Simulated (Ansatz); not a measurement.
Input file for Ansatz (a first-principles code): R-B3LYP/def2-TZVPPD on N2 (SMILES N#N) with ghost functions, monomers drawn apart or pushed together. Files ending in .json are basis or fitting sets from the Basis Set Exchange.

Ansatz 0.2 input:
```yaml
crystal:
  periodic: [false, false, false]
  atoms:
    - {symbol: N, position_ang: [-0.34312846, 0.10551158, -0.85592625]}
    - {symbol: N, position_ang: [0.26455742, -0.08135483, 0.03025079]}
basis:
  gaussian:
    orbitals: def2-TZVPPD.json
    ghost_atoms:
      - {symbol: C, position_ang: [0.58714365, -0.28314840, 4.47279197]}
      - {symbol: O, position_ang: [-0.45858036, -0.01439237, 4.99424746]}
      - {symbol: H, position_ang: [0.85590441, -1.31988849, 4.19284642]}
      - {symbol: H, position_ang: [1.34424356, 0.48999450, 4.23939379]}
hamiltonian:
  xc: {name: B3LYP}
scf: {lower_state_search: off}
```

Output:

```
WARN ansatz: RAYON_NUM_THREADS=2 ignored (pool sized by the plan → 2); use --threads N
Functional definition: B3LYP
these checks for a lower state are left out or cut short: stability, starts, cluster_reference, orbital_swaps, neighbouring_geometries, increment
integrals: 0.06 GiB planned
800 factors; their error is unknown
mean field: 0.59 GiB planned
mean field evaluation 1: about -2980.4004 eV, gradient 2.6e1 eV
mean field evaluation 2: about -2980.9100 eV, gradient 2.0e1 eV
mean field evaluation 4: about -2981.6448 eV, gradient 7.2e-2 eV
mean field evaluation 8: about -2981.6554 eV, gradient 1.1e-3 eV
mean field -2981.65541058 eV, -109.5738153001 hartree, gradient 3.5e-6 eV, S^2 0.000000; 0 other end points of the search recorded, 0 dependent functions left out
reference -2981.65555894 eV, -109.5738207523 hartree; 7, 7 occupied and 178, 178 virtual orbitals, 800 factors
Total energy: -2981.65555894 eV, -109.5738207523 hartree
Checks for a lower state left out: stability, starts, cluster_reference, orbital_swaps, neighbouring_geometries, increment
```

The run converged.

Cost: roughly 1.8 core-seconds.
